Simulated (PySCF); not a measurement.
C₃H₇BN₂, SMILES NB1C=CCN1. Heavy atoms are numbered as in [NH2:1][B:2]1[CH:3]=[CH:4][CH2:5][NH:6]1. Hydrogens are named by the atom that carries them.

Geometry: ωB97X-D3(BJ)/def2-SVP. This is a generated structure with no PubChem entry under its InChIKey; it may be hypothetical. One conformer was computed; it need not be the lowest.

The numbers are results of HF/def2-TZVP run with PySCF, not measurements.

ESP charges are fitted to the potential on shells at 1.4 to 2.0 van der Waals radii. Atomic charges (e), one atom of each kind:

```tsv
atom	IAO	ESP fit
N1 (NH2)	-0.65	-1.36
B2	0.39	0.93
C3 (CH)	-0.31	-0.52
C4 (CH)	-0.10	___
C5 (CH2)	-0.08	___
N6 (NH)	-0.52	-0.73
H on N1	0.26	___
H on C3	0.13	___
H on C4	0.13	0.14
H on C5	0.11	___
H on N6	0.25	0.35
```

Task: Fill in the missing entries. (Estimate from the structure and the level; the computed values follow.)

Result: 
- C4 (CH), ESP fit: -0.12
- C5 (CH2), ESP fit: 0.00
- H on N1, ESP fit: 0.47
- H on C3, ESP fit: 0.19
- H on C5, ESP fit: 0.08

Task: Give the Mayer and Wiberg (Löwdin basis) orders of the bonds. (The exact figures need the calculation; the answer reports its results.)

Result: 
```csv
bond,Mayer,Wiberg
N1–B2,1.19,1.75
B2–C3,0.99,1.12
C3–C4,1.98,1.96
C4–C5,0.99,1.18
B2–N6,1.15,1.55
C5–N6,0.98,1.26
```
